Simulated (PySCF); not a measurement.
PySCF input for C3H11BSi, SMILES CB(C)C[SiH3], TDDFT-CAM-B3LYP/def2-SVPD. Coordinates come from a PBE0-D3(BJ)/def2-SVP optimisation. This is a generated structure with no PubChem entry under its InChIKey; it may be hypothetical. One conformer was computed; it need not be the lowest.

```python
import numpy as np
from pyscf import gto, scf, dft, tdscf

mol = gto.M(
    atom='''
    Si    1.79848937   -0.30443400   -0.11695441
    C     0.29268540   -0.12734815    1.01024125
    B    -0.96344412    0.15217548    0.12058840
    C    -1.41450030    1.63623104   -0.14824782
    C    -1.75282775   -1.03384063   -0.54964225
    H     3.03737894   -0.53103122    0.68992468
    H     1.99486992    0.93114056   -0.93731763
    H     1.62811417   -1.46032584   -1.05075559
    H     0.22936078   -1.07557846    1.57008599
    H     0.53260285    0.69648130    1.70343385
    H    -1.95824990    1.77924769   -1.09468900
    H    -2.13159606    1.88287008    0.65963535
    H    -0.60295382    2.37651441   -0.07462028
    H    -2.83984205   -0.85195117   -0.56930172
    H    -1.44564542   -1.06755857   -1.61300796
    H    -1.55781397   -2.02886382   -0.12307488
    ''',
    basis='def2-SVPD',
    charge=0,
    spin=0,
    max_memory=1600,
    verbose=4,
)
mf = dft.RKS(mol, xc='cam-b3lyp').density_fit(auxbasis='def2-universal-jkfit')
mf.grids.level = 3
mf.conv_tol = 1e-9
mf.max_cycle = 100
mf.kernel()
mf.grids = dft.Grids(mol).set(level=1).build(with_non0tab=True)  # coarser grid for the response kernel
td = tdscf.TDDFT(mf)
td.singlet = True
td.nstates = 10
td.conv_tol = 1e-4
td.positive_eig_threshold = 1e-6
td.kernel(x0=td.get_init_guess(mf, 15))
td.analyze()
tt = tdscf.TDA(mf)
tt.singlet = False
tt.nstates = 4
tt.conv_tol = 1e-4
tt.positive_eig_threshold = 1e-6
tt.kernel(x0=tt.get_init_guess(mf, 9))
tt.analyze(verbose=3)
```

Program output:

```
PySCF version 2.14.0

[INPUT] verbose = 4
[INPUT] num. atoms = 16
[INPUT] num. electrons = 48
[INPUT] charge = 0
[INPUT] spin (= nelec alpha-beta = 2S) = 0
[INPUT] symmetry False subgroup None
[INPUT] Mole.unit = angstrom
[INPUT] Symbol           X                Y                Z      unit          X                Y                Z       unit  Magmom
[INPUT]  1 Si     1.798489370000  -0.304434000000  -0.116954410000 AA    3.398652347242  -0.575296883006  -0.221011803960 Bohr   0.0
[INPUT]  2 C      0.292685400000  -0.127348150000   1.010241250000 AA    0.553095246659  -0.240653125970   1.909079282238 Bohr   0.0
[INPUT]  3 B     -0.963444120000   0.152175480000   0.120588400000 AA   -1.820645523123   0.287569980074   0.227879049800 Bohr   0.0
[INPUT]  4 C     -1.414500300000   1.636231040000  -0.148247820000 AA   -2.673018170115   3.092028542112  -0.280147778364 Bohr   0.0
[INPUT]  5 C     -1.752827750000  -1.033840630000  -0.549642250000 AA   -3.312364391038  -1.953675647148  -1.038673318990 Bohr   0.0
[INPUT]  6 H      3.037378940000  -0.531031220000   0.689924680000 AA    5.739814333122  -1.003503569394   1.303768691778 Bohr   0.0
[INPUT]  7 H      1.994869920000   0.931140560000  -0.937317630000 AA    3.769757802933   1.759600641874  -1.771273612426 Bohr   0.0
[INPUT]  8 H      1.628114170000  -1.460325840000  -1.050755590000 AA    3.076689880824  -2.759615890225  -1.985640288956 Bohr   0.0
[INPUT]  9 H      0.229360780000  -1.075578460000   1.570085990000 AA    0.433429057917  -2.032548714881   2.967032513117 Bohr   0.0
[INPUT] 10 H      0.532602850000   0.696481300000   1.703433850000 AA    1.006473519663   1.316158907881   3.219023447813 Bohr   0.0
[INPUT] 11 H     -1.958249900000   1.779247690000  -1.094689000000 AA   -3.700555994457   3.362290841865  -2.068662401574 Bohr   0.0
[INPUT] 12 H     -2.131596060000   1.882870080000   0.659635350000 AA   -4.028132761602   3.558108779338   1.246530153582 Bohr   0.0
[INPUT] 13 H     -0.602953820000   2.376514410000  -0.074620280000 AA   -1.139417585560   4.490961365982  -0.141011892538 Bohr   0.0
[INPUT] 14 H     -2.839842050000  -0.851951170000  -0.569301720000 AA   -5.366523711523  -1.609954382803  -1.075824333044 Bohr   0.0
[INPUT] 15 H     -1.445645420000  -1.067558570000  -1.613007960000 AA   -2.731873917032  -2.017393319232  -3.048143281143 Bohr   0.0
[INPUT] 16 H     -1.557813970000  -2.028863820000  -0.123074880000 AA   -2.943841756321  -3.833996963839  -0.232577816014 Bohr   0.0

nuclear repulsion = 211.499209407419
number of shells = 86
number of NR pGTOs = 272
number of NR cGTOs = 192
basis = def2-SVPD
ecp = {}


[settings echo left out]
init E= -435.077855858353
  HOMO = -0.345763285853438  LUMO = -0.0540300204085562  gap/eV = 7.93847
cycle= 1 E= -434.971273412146  delta_E= 0.107  |g|= 0.403  |ddm|= 5.02
  HOMO = -0.306980130520804  LUMO = 0.0379548777196064  gap/eV = 9.38616
cycle= 2 E= -434.986962137604  delta_E= -0.0157  |g|= 0.332  |ddm|= 0.925
  HOMO = -0.365289290812066  LUMO = 0.0185287497239699  gap/eV = 10.44422
cycle= 3 E= -435.016276226066  delta_E= -0.0293  |g|= 0.0265  |ddm|= 0.445
  HOMO = -0.358413494387914  LUMO = 0.0249744811137536  gap/eV = 10.43252
cycle= 4 E= -435.016495973011  delta_E= -0.00022  |g|= 0.0121  |ddm|= 0.0781
  HOMO = -0.360520458658456  LUMO = 0.0236924736711344  gap/eV = 10.45497
cycle= 5 E= -435.016537183825  delta_E= -4.12e-05  |g|= 0.00203  |ddm|= 0.019
  HOMO = -0.360626015362509  LUMO = 0.0234998056316327  gap/eV = 10.45260
cycle= 6 E= -435.016538317524  delta_E= -1.13e-06  |g|= 0.000533  |ddm|= 0.00423
  HOMO = -0.360602937214896  LUMO = 0.0235820469077788  gap/eV = 10.45421
cycle= 7 E= -435.016538416061  delta_E= -9.85e-08  |g|= 0.000139  |ddm|= 0.00124
  HOMO = -0.360602631211319  LUMO = 0.02357540109998  gap/eV = 10.45402
cycle= 8 E= -435.016538423258  delta_E= -7.2e-09  |g|= 2.62e-05  |ddm|= 0.000339
  HOMO = -0.360603130702015  LUMO = 0.0235785118733971  gap/eV = 10.45411
cycle= 9 E= -435.016538423658  delta_E= -4e-10  |g|= 7.72e-06  |ddm|= 8.18e-05
  HOMO = -0.360603501893716  LUMO = 0.0235777385646454  gap/eV = 10.45410
Extra cycle  E= -435.016538423681  delta_E= -2.35e-11  |g|= 4.14e-06  |ddm|= 2.84e-05
converged SCF energy = -435.016538423681
tot grids = 54328
Overwritten attributes  positive_eig_threshold  of <class 'pyscf.tdscf.rks.TDDFT'>


******** <class 'pyscf.tdscf.rks.TDDFT'> for <class 'pyscf.df.df_jk.DFRKS'> ********
nstates = 10 singlet
deg_eia_thresh = 1.000e-03
wfnsym = None
conv_tol = 0.0001
eigh lindep = 1e-12
eigh level_shift = 0
eigh max_cycle = 100


Excitation energies (eV)
[6.52331712 6.59615196 7.84833987 7.86806736 8.09046491 8.27952087
 8.61085154 8.63927643 8.76166173 8.77843339]

** Singlet excitation energies and oscillator strengths **
Excited State   1:      6.52332 eV    190.06 nm  f=0.0296
      20 -> 25        0.14482
      24 -> 25        0.64329
      24 -> 26        0.15173
Excited State   2:      6.59615 eV    187.96 nm  f=0.0019
      23 -> 25       -0.65367
      23 -> 26       -0.16473
      23 -> 27        0.10112
Excited State   3:      7.84834 eV    157.98 nm  f=0.1352
      20 -> 25       -0.16273
      22 -> 25       -0.60010
      24 -> 26        0.27245
Excited State   4:      7.86807 eV    157.58 nm  f=0.0030
      22 -> 25        0.24592
      24 -> 25       -0.18940
      24 -> 26        0.60402
      24 -> 28        0.10767
Excited State   5:      8.09046 eV    153.25 nm  f=0.0393
      23 -> 25        0.16554
      23 -> 26       -0.66263
Excited State   6:      8.27952 eV    149.75 nm  f=0.0055
      21 -> 25        0.66792
Excited State   7:      8.61085 eV    143.99 nm  f=0.0401
      20 -> 25       -0.21033
      22 -> 26        0.30194
      22 -> 28        0.16154
      24 -> 27        0.50922
      24 -> 28       -0.16843
      24 -> 31        0.11535
Excited State   8:      8.63928 eV    143.51 nm  f=0.0599
      20 -> 26        0.10869
      22 -> 26       -0.48645
      22 -> 28       -0.25596
      24 -> 27        0.29784
      24 -> 28       -0.18742
Excited State   9:      8.76166 eV    141.51 nm  f=0.0282
      21 -> 26       -0.51502
      21 -> 28       -0.25937
      21 -> 31       -0.13444
      21 -> 32        0.11526
      23 -> 28       -0.20822
Excited State  10:      8.77843 eV    141.24 nm  f=0.1447
      20 -> 25        0.41393
      20 -> 26        0.19368
      21 -> 26       -0.11526
      22 -> 25       -0.22053
      22 -> 26        0.19181
      22 -> 27       -0.20889
      24 -> 25       -0.12169
      24 -> 28       -0.26728

** Transition electric dipole moments (AU) **
state          X           Y           Z        Dip. S.      Osc.
  1         0.4224     -0.0266      0.0771      0.1851      0.0296
  2        -0.0797      0.0701     -0.0217      0.0117      0.0019
  3         0.8205     -0.1700      0.0300      0.7030      0.1352
  4         0.1184     -0.0361     -0.0161      0.0156      0.0030
  5         0.0118     -0.4183     -0.1530      0.1985      0.0393
  6        -0.0703      0.1487      0.0171      0.0273      0.0055
  7         0.3769     -0.0932      0.1979      0.1899      0.0401
  8         0.5167     -0.0786     -0.0979      0.2828      0.0599
  9         0.2431      0.2585      0.0730      0.1312      0.0282
 10        -0.7725      0.2430     -0.1303      0.6727      0.1447

** Transition velocity dipole moments (imaginary part, AU) **
state          X           Y           Z        Dip. S.      Osc.
  1         0.1019     -0.0069      0.0192      0.0108      0.0300
  2        -0.0192      0.0165     -0.0052      0.0007      0.0018
  3         0.2384     -0.0487      0.0059      0.0592      0.1369
  4         0.0385     -0.0117     -0.0038      0.0016      0.0038
  5         0.0028     -0.1290     -0.0461      0.0188      0.0421
  6        -0.0210      0.0475      0.0053      0.0027      0.0060
  7         0.1208     -0.0295      0.0611      0.0192      0.0405
  8         0.1671     -0.0259     -0.0312      0.0296      0.0621
  9         0.0803      0.0882      0.0246      0.0148      0.0307
 10        -0.2530      0.0798     -0.0441      0.0723      0.1494

** Transition magnetic dipole moments (imaginary part, AU) **
state          X           Y           Z
  1        -0.3405     -1.3822     -0.1707
  2        -0.9993      0.4212     -0.7422
  3        -0.0909     -1.0399     -0.0848
  4        -0.0677     -0.7084     -0.0256
  5        -0.1184      0.2569     -0.6365
  6         0.4816     -0.1177     -0.3369
  7         0.0513      0.1504      0.0028
  8         0.1378      0.5463      0.0370
  9        -1.1318      0.2367     -1.4427
 10        -0.1890     -0.1973     -0.4114
Overwritten attributes  positive_eig_threshold  of <class 'pyscf.tdscf.rks.TDA'>


******** <class 'pyscf.tdscf.rks.TDA'> for <class 'pyscf.df.df_jk.DFRKS'> ********
nstates = 4 triplet
deg_eia_thresh = 1.000e-03
wfnsym = None
conv_tol = 0.0001
eigh lindep = 1e-12
eigh level_shift = 0
eigh max_cycle = 100


Excitation energies (eV)
[5.98427909 6.12154645 7.30260714 7.61571688]

** Triplet excitation energies and oscillator strengths **
Excited State   1:      5.98428 eV    207.18 nm  f=0.0000
Excited State   2:      6.12155 eV    202.54 nm  f=0.0000
Excited State   3:      7.30261 eV    169.78 nm  f=0.0000
Excited State   4:      7.61572 eV    162.80 nm  f=0.0000
```

The run converged.

Cost: roughly 16 core-minutes.
